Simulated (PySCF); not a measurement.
C5H7Cl. Atoms are numbered in the order given.

```xyz
13

C      2.9862     0.6248    -0.4484
C      1.8523     0.4828    -0.0468
C      0.4666     0.3119     0.4034
C     -0.2692     1.6576     0.4980
C     -0.2294    -0.6822    -0.5399
Cl    -1.8801    -1.1223     0.0464
H      3.9947     0.7520    -0.7938
H      0.4867    -0.1508     1.4063
H     -0.2990     2.1509    -0.4861
H     -1.3004     1.4986     0.8429
H      0.2425     2.3292     1.2021
H      0.3417    -1.6160    -0.6135
H     -0.3432    -0.2536    -1.5452
```
Charge 0, spin multiplicity 1.

The structure is a stationary point at B3LYP-D3(BJ)/def2-SVP. The structure was generated by enumeration; whether it is a known compound was not checked. Other conformers were not sampled.

Method: PySCF with PBE0/pcSseg-1.

GIAO shieldings, no solvent; atoms listed in one row are averaged. δ = σ(ref) − σ: ¹³C against TMS (σ = 186.3 ppm); ³⁵Cl against HCl (σ = 945.9 ppm); ¹H against TMS (σ = 31.56 ppm), references at their B3LYP-D3(BJ)/def2-TZVP geometries, non-relativistic (without spin–orbit terms, shifts of atoms bonded to Cl or Br come out too high).

Estimate the chemical shifts. (An estimate is asked for; the answer gives what the named calculation found.)


| nucleus | atoms | count | δ (ppm) |
|---|---|---|---|
| ¹³C | C2 | 1 | 89.8 |
| ¹³C | C1 | 1 | 79.5 |
| ¹³C | C5 | 1 | 58.1 |
| ¹³C | C3 | 1 | 33.2 |
| ¹³C | C4 | 1 | 21.7 |
| ³⁵Cl | Cl6 | 1 | 93.3 |
| ¹H | H12 | 1 | 3.92 |
| ¹H | H13 | 1 | 3.41 |
| ¹H | H8 | 1 | 2.71 |
| ¹H | H7 | 1 | 2.31 |
| ¹H | H9, H10, H11 | 3 | 1.59 |
